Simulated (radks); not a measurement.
Values are calculated unless marked as measured or tabulated.
Task: The mean radii <r> (bohr) of the occupied orbitals of an atom or ion are listed with their occupations. Level of theory: scalar-relativistic Kohn-Sham, PBE, spin-unpolarised, spherical densities, point nucleus (a radial shooting solver on a logarithmic mesh with Libxc functionals).

| orbital | occ. | <r> |
|---|---|---|
| 1s | 2 | 0.03428 |
| 2s | 2 | 0.1493 |
| 2p | 6 | 0.1301 |
| 3s | 2 | 0.4034 |
| 3p | 6 | 0.4007 |
| 3d | 8 | 0.3737 |

Name the element and its charge.

Result: Z = 43, technetium, charge +17: Tc17+ in [Ar] 3d8. The 1s radius gives Z: for a bare nucleus <r> = (2 gamma + 1)/(2Z) with gamma = sqrt(1 - (Z/c)^2), 0.03371 bohr for Z = 43, and screening makes it slightly larger (0.03428 here). The occupations add up to 26, and the charge is Z minus that.
